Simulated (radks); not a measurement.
Values are calculated unless marked as measured or tabulated.
All-electron atom: Ru in [Kr] 4d6 5s1 5p1 (not the ground configuration).

Code: a radial shooting solver on a logarithmic mesh with Libxc functionals. Model: scalar-relativistic Kohn-Sham, BLYP, spin-polarised, spherical densities, finite nucleus; open shells are filled with parallel spins first (spin-orbit coupling, left out, can overturn this in heavy ions); Fermi nuclear charge, rms radius 4.4809 fm.

Energy parts (eV):
| part | energy |
|---|---|
| total | -123299.000 |
| kinetic | 127505.985 |
| electron-nucleus | -297233.696 |
| Hartree | 50070.929 |
| exchange-correlation | -3642.219 |

Orbitals (lengths in bohr, moments of r in powers of bohr; r(max) is where P^2 peaks):
| orbital | occ. | eigenvalue (eV) | r(max) |
|---|---|---|---|
| 1s up | 1 | -21945.02 | 0.02172 |
| 1s down | 1 | -21944.99 | 0.02172 |
| 2s up | 1 | -3159.386 | 0.1229 |
| 2s down | 1 | -3158.807 | 0.1229 |
| 2p up | 3 | -2830.392 | 0.09822 |
| 2p down | 3 | -2829.945 | 0.09821 |
| 3s up | 1 | -559.8015 | 0.3616 |
| 3s down | 1 | -559.4716 | 0.3617 |
| 3p up | 3 | -451.7517 | 0.3548 |
| 3p down | 3 | -451.3809 | 0.3549 |
| 3d up | 5 | -277.8439 | 0.3008 |
| 3d down | 5 | -277.2930 | 0.3010 |
| 4s up | 1 | -81.7917 | 0.9141 |
| 4s down | 1 | -79.1280 | 0.9110 |
| 4p up | 3 | -51.7309 | 0.9814 |
| 4p down | 3 | -48.9363 | 0.9779 |
| 4d up | 5 | -9.7622 | 1.196 |
| 4d down | 1 | -7.0397 | 1.196 |
| 5s up | 1 | -6.5590 | 2.564 |
| 5s down | 0 | -4.9255 | 2.631 |
| 5p up | 1 | -2.2636 | 3.352 |

The highest occupied level is 5p up at -2.264 eV. The configuration is held as typed, so some empty levels lie below it. Summed over all electrons, <r^2> = 64.78 bohr^2, which gives a Langevin (diamagnetic) susceptibility term of -51.3 x 10^-6 cm^3/mol. The density falls to 0.001 e/bohr^3 at r = 4.83 bohr.
